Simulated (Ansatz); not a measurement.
`[SiH3]O[CH2][ZnH]` + `[SiH3]P` → `[SiH3]P[SiH3]` + `O[CH2][ZnH]` at 500 K and 1 bar (ligand exchange at the Si–O bond).

Program: Ansatz. Geometries: PBE0-D4/def2-TZVP. ΔE: electronic, gas phase. CBS: MP2 limit from def2 TZ/QZ plus the TZ coupled-cluster correction, frozen cores. This one scheme is used for every species. For Zn outer-core shells are correlated without core-valence functions, which leaves a few kJ/mol of doubt a bond. Scalar relativity is left out up to krypton. Each species was taken in one conformer, which may not be the lowest.

| species | CCSD(T)/CBS energy (Eh) | H − E (kJ/mol) | S (J/(mol·K)) |
| --- | --- | --- | --- |
| `[SiH3]O[CH2][ZnH]` | -2184.28160 | 209.2 | 415.5 |
| `[SiH3]P` | -633.00997 | 141.7 | 322.6 |
| `[SiH3]P[SiH3]` | -923.30091 | 202.5 | 406.7 |
| `O[CH2][ZnH]` | -1893.96502 | 155.5 | 338.3 |

H − E and S are ideal-gas, rigid-rotor, harmonic terms from PBE0-D4/def2-TZVP, for one conformer and one mirror image of each species. 1 Eh = 2625.50 kJ/mol, R = 8.31446 J/(mol·K).

Q: By hand: ΔE, ΔH, ΔS and ΔG.

A: ΔE = (-923.30091) + (-1893.96502) − (-2184.28160) − (-633.00997) = 0.02564 Eh = 67.3 kJ/mol. Δ(H − E) = 202.5 + 155.5 − 209.2 − 141.7 = 7.1, so ΔH = 74.4 kJ/mol. ΔS = 406.7 + 338.3 − 415.5 − 322.6 = 6.9 J/(mol·K). ΔG = 74.4 − 500 × (6.9)/1000 = 71.0 kJ/mol.

Q: By hand: the equilibrium constant, and the temperature at which ΔG would vanish if ΔH and ΔS stayed fixed.

A: log₁₀ K = −ΔG/(RT ln 10) = -7.4. ΔG = 0 at ΔH/ΔS = 10783 K, far beyond where these terms or the molecules hold.

The number of gas molecules stays the same, so ΔS is small and ΔH decides. A doubt of 5 kJ/mol in ΔE shifts log₁₀ K by 0.5 here. Other conformers and mirror images would add mixing entropy, several J/(mol·K) or more a flexible species. Modes under 60 cm⁻¹, often nearly free rotors, make the harmonic entropy too high. These are equilibria of isolated gas molecules and say nothing of rates. Largest T1 diagnostic: 0.014 (customary marks: 0.02 for closed shells, 0.045 for open ones).
